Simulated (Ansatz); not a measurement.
C3H7B. Charge 0, multiplicity 1. The bonds changed during the relaxation, so this is another structure than the one it started from. The structure was optimised at the PBE0-D4/def2-TZVP level. It is one conformer, not always the lowest.

```xyz
11

B    -0.329    0.795   -0.348
C     0.493    0.281    1.135
C    -0.177   -0.723    0.416
C     0.052   -0.821   -0.966
H     0.516    1.452   -0.870
H    -1.459    1.175   -0.310
H     0.106    0.558    2.107
H     1.547    0.464    0.972
H    -1.141   -1.053    0.791
H     1.057   -0.760   -1.362
H    -0.664   -1.368   -1.565
```

(1) What is the dipole moment at B3LYP/def2-TZVPP? (Estimate.)

(2) And with PBE, r2SCAN, ωB97M-V? (An estimate is asked.)

(3) Give the Mulliken charges with B3LYP, ωB97M-V, PBE in def2-TZVPP. (Best estimate.)

Answers

(1) Computed: 1.70 D, with components (0.38, -1.50, 0.71) D in this frame, pointing from negative to positive charge.

(2) The calculation gave: PBE 1.64 D, r2SCAN 1.68 D, ωB97M-V 1.78 D.

(3) Computed: 
```csv
atom,B3LYP,ωB97M-V,PBE
B1,-0.10,-0.28,-0.15
C2,-0.21,-0.21,-0.16
C3,-0.05,-0.07,-0.05
C4,-0.21,-0.21,-0.16
H5,0.04,0.12,0.04
H6,0.01,0.07,-0.01
H7,0.10,0.11,0.09
H8,0.10,0.12,0.10
H9,0.11,0.12,0.10
H10,0.10,0.12,0.10
H11,0.10,0.11,0.09
```

B3LYP here is the variant with VWN-RPA as its local correlation; programs differ in this.
